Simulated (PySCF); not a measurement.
In(Et)(OH)(OEt), C₄H₁₁InO₂, SMILES CC[O][In]([OH])[CH2]C, singlet, GFN2-xTB optimised geometry.

```
18

In    -0.15     0.02     0.00
C     -1.37    -1.85     0.27
C     -0.53    -2.94     0.90
H     -1.72    -2.13    -0.72
H     -2.22    -1.56     0.89
H     -0.20    -2.65     1.90
H      0.35    -3.14     0.29
H     -1.11    -3.86     0.98
O      1.83     0.02     0.00
H      2.22     0.89    -0.04
O     -0.99     1.87     0.00
C     -0.33     3.01    -0.45
C     -0.05     2.98    -1.95
H     -1.00     3.86    -0.23
H      0.61     3.18     0.09
H     -0.98     2.83    -2.50
H      0.42     3.91    -2.28
H      0.62     2.14    -2.18
```

Density from PySCF 2.14.0 with PBE0/def2-SVP, def2 effective core potentials past Kr at that geometry. The core electrons that the potentials of In replace are not part of the density.

Minimum of the electron density along straight lines between bonded atoms, close to the bond critical point (lines longer than 1.1 times the sum of covalent radii, or with two minima, are not listed):

| bond | length / Å | ρ at the minimum / e bohr⁻³ | ∇²ρ there / e bohr⁻⁵ | position (fraction from the first atom) |
|---|---|---|---|---|
| In1–C2 | 2.253 | 0.083 | 0.11 | 0.51 |
| C2–C3 | 1.510 | 0.247 | -0.56 | 0.51 |
| C2–H4 | 1.088 | 0.275 | -1.00 | 0.63 |
| C2–H5 | 1.088 | 0.276 | -1.01 | 0.63 |
| C3–H6 | 1.090 | 0.276 | -1.01 | 0.62 |
| C3–H7 | 1.089 | 0.277 | -1.01 | 0.63 |
| C3–H8 | 1.092 | 0.274 | -0.99 | 0.62 |
| In1–O9 | 1.978 | 0.106 | 0.65 | 0.52 |
| O9–H10 | 0.956 | 0.358 | -2.29 | 0.81 |
| In1–O11 | 2.031 | 0.094 | 0.54 | 0.52 |
| O11–C12 | 1.393 | 0.270 | -0.48 | 0.66 |
| C12–C13 | 1.528 | 0.247 | -0.58 | 0.50 |
| C12–H14 | 1.100 | 0.278 | -1.03 | 0.63 |
| C12–H15 | 1.104 | 0.274 | -0.98 | 0.62 |
| C13–H16 | 1.088 | 0.276 | -1.01 | 0.63 |
| C13–H17 | 1.088 | 0.275 | -1.00 | 0.62 |
| C13–H18 | 1.095 | 0.270 | -0.95 | 0.62 |
